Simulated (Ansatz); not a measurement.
Calculated with Ansatz (gas phase, PBE0-D4/def2-TZVP geometries, no zero-point term in ΔE). CCSD(T)/CBS is the MP2 limit (def2-TZVPP, def2-QZVPP) plus CCSD(T) − MP2 in def2-TZVPP, frozen cores. Functionals use def2-TZVPP. B3LYP here is the variant with VWN-RPA as its local correlation; programs differ in this. Elements past krypton have def2 core potentials. For Te outer-core shells are correlated without core-valence functions, which leaves a few kJ/mol of doubt a bond. Each species was taken in one conformer, which may not be the lowest.

Consider the redistribution: `CB[TeH]` + `BCC(O)=S` → `CBCC(O)=S` + `B[TeH]`.

```json
{"level": "PBE-D4", "ΔE (kcal/mol)": "-2.3", "difference from CCSD(T)/CBS": "-0.4"}
{"level": "r2SCAN-D4", "ΔE (kcal/mol)": "-2.4", "difference from CCSD(T)/CBS": "-0.5"}
{"level": "PBE0-D4", "ΔE (kcal/mol)": "-2.2", "difference from CCSD(T)/CBS": "-0.3"}
{"level": "B3LYP-D4", "ΔE (kcal/mol)": "-2.1", "difference from CCSD(T)/CBS": "-0.2"}
{"level": "ωB97X-V", "ΔE (kcal/mol)": "-2.1", "difference from CCSD(T)/CBS": "-0.2"}
{"level": "ωB97M-V", "ΔE (kcal/mol)": "-2.2", "difference from CCSD(T)/CBS": "-0.3"}
{"level": "B2PLYP", "ΔE (kcal/mol)": "-2.2", "difference from CCSD(T)/CBS": "-0.3"}
{"level": "PBE", "ΔE (kcal/mol)": "-2.4", "difference from CCSD(T)/CBS": "-0.5"}
{"level": "r2SCAN", "ΔE (kcal/mol)": "-2.3", "difference from CCSD(T)/CBS": "-0.4"}
{"level": "PBE0", "ΔE (kcal/mol)": "-2.3", "difference from CCSD(T)/CBS": "-0.4"}
{"level": "B3LYP", "ΔE (kcal/mol)": "-2.3", "difference from CCSD(T)/CBS": "-0.4"}
{"level": "HF/def2-TZVPP", "ΔE (kcal/mol)": "-1.8", "difference from CCSD(T)/CBS": "0.1"}
{"level": "MP2/def2-TZVPP", "ΔE (kcal/mol)": "-1.8", "difference from CCSD(T)/CBS": "0.1"}
{"level": "SCS-MP2/def2-TZVPP", "ΔE (kcal/mol)": "-1.8", "difference from CCSD(T)/CBS": "0.1"}
{"level": "CCSD/def2-TZVPP", "ΔE (kcal/mol)": "-2.2", "difference from CCSD(T)/CBS": "-0.3"}
{"level": "CCSD(T)/def2-TZVPP", "ΔE (kcal/mol)": "-2.3", "difference from CCSD(T)/CBS": "-0.4"}
{"level": "HF/def2-QZVPP", "ΔE (kcal/mol)": "-1.8", "difference from CCSD(T)/CBS": "0.1"}
{"level": "MP2/def2-QZVPP", "ΔE (kcal/mol)": "-1.5", "difference from CCSD(T)/CBS": "0.4"}
{"level": "SCS-MP2/def2-QZVPP", "ΔE (kcal/mol)": "-1.6", "difference from CCSD(T)/CBS": "0.3"}
{"level": "HF/CBS(def2)", "ΔE (kcal/mol)": "-1.8", "difference from CCSD(T)/CBS": "0.1"}
{"level": "MP2/CBS(def2)", "ΔE (kcal/mol)": "-1.4", "difference from CCSD(T)/CBS": "0.5"}
{"level": "CCSD/CBS(def2)", "ΔE (kcal/mol)": "-1.8", "difference from CCSD(T)/CBS": "0.1"}
{"level": "CCSD(T)/CBS", "ΔE (kcal/mol)": "-1.9", "difference from CCSD(T)/CBS": "0"}
```

Largest T1 diagnostic among the species: 0.016.
